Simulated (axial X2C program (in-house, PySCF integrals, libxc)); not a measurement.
ClVCl⁺: the levels of the configuration d2 s0 p(π)0

Computed with an in-house all-electron X2C program for linear molecules (integrals from PySCF): two-component X2C with atomic mean-field Coulomb and Gaunt terms, basis Cl dyall-v3z, V dyall-v3z (cores contracted in-house). Orbitals come from Hartree–Fock averaged over the configuration V d2 s0 p(π)0; CI then distributes these electrons over the d, s, p(π) shells of V.

Cl–V–Cl held linear, both bonds 2.157 Å (near the minimum of the configuration average).

Lowest levels of this model:

| Ω | energy (cm⁻¹) | g∥ | configuration |
| --- | --- | --- | --- |
| 0 | 0 | 0.00 | 100% d2 |
| 1 | 18 | 4.00 | 100% d2 |
| 2 | 351 | 2.00 | 100% d2 |
| 3 | 684 | 6.00 | 100% d2 |
| 4 | 1014 | 10.00 | 100% d2 |
| 1 | 3938 | 1.00 | 100% d2 |
| 2 | 4030 | 5.46 | 100% d2 |
| 0 | 4056 | 0.00 | 100% d2 |
| 0 | 4066 | 0.00 | 100% d2 |
| 1 | 4229 | 1.00 | 100% d2 |
| 2 | 4346 | 4.55 | 100% d2 |
| 3 | 4435 | 8.00 | 100% d2 |
| 0 | 9560 | 0.00 | 100% d2 |
| 4 | 9663 | 8.00 | 100% d2 |
| 1 | 13017 | 2.00 | 100% d2 |
| 0 | 16609 | 0.00 | 100% d2 |
| 1 | 16620 | 4.00 | 100% d2 |
| 2 | 17286 | 4.00 | 100% d2 |
| 3 | 18904 | 6.00 | 100% d2 |
| 0 | 24542 | 0.00 | 100% d2 |
| 0 | 24544 | 0.00 | 100% d2 |
| 1 | 24693 | 2.00 | 100% d2 |
| 2 | 24848 | 6.00 | 100% d2 |

g∥ is the magnitude of 2⟨Lz + ge Sz⟩ for the +Ω component.

This point took 2.4 s on 1 thread of Arm Neoverse V1, on a shared host.

There is no dynamic correlation: spin–orbit spacings and, for f shells, spacings inside one term are the most reliable numbers, splittings between terms come out too wide, and energies between configurations are not reliable, so the lowest level need not be the ground state of the molecule. For d shells the ligand-field splittings (σ, π, δ) and their order can be off by a thousand cm⁻¹ or more. At most 6 roots were kept for each Ω > 0 (twice that for Ω = 0) within 3.2 eV of the lowest, so higher up levels can be missing between those listed; levels with Ω > 0 are doubly degenerate and listed once, Ω = 0 levels singly. Some active spinors are only partly of the character that their shell is named for, so the shell names and counts are nominal. States that fill the shells left empty in the average are placed too high. The molecule was held linear; bending was not examined.
